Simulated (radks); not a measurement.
Results of a calculation; reference values are marked as such.
Problem. Species: Eu. Configuration: [Xe] 4f7 6s2. Code: a radial shooting solver on a logarithmic mesh with Libxc functionals. Model: Dirac Kohn-Sham, BLYP, spin-unpolarised, spherical densities, finite nucleus; open shells are shared between the two j in proportion to 2j + 1; Fermi nuclear charge, rms radius 5.1115 fm. Some entries of the table are withheld. Estimate them.

orbital,occ.,eigenvalue (eV),<r> (bohr)
1s1/2,2,-48318.98,0.02232
2s1/2,2,-7930.836,(1)
2p1/2,2,-7525.028,0.07906
2p3/2,4,-6876.762,0.08579
3s1/2,2,-1744.805,0.2492
3p1/2,2,-1569.367,0.2388
3p3/2,4,-1437.243,0.2517
3d3/2,4,-1133.282,0.2236
3d5/2,6,-1104.529,0.2276
4s1/2,2,-346.0290,0.5660
4p1/2,2,-278.2562,0.5791
4p3/2,4,-249.0632,0.6085
4d3/2,4,-137.4487,0.6482
4d5/2,6,-132.2120,0.6587
5s1/2,2,-44.3491,1.381
5p1/2,2,-26.2007,1.564
5p3/2,4,-22.3991,1.666
6s1/2,2,(2),4.248
4f5/2,3,-2.8345,0.9682
4f7/2,4,-2.2187,0.9913
5d3/2,0,-1.5319,3.298
5d5/2,0,-1.3518,3.448
6p1/2,0,-1.1875,5.930
6p3/2,0,-1.0005,6.364

Solution. 
(1) 2s1/2 <r> (bohr): 0.09459
(2) 6s1/2 eigenvalue (eV): -3.4933
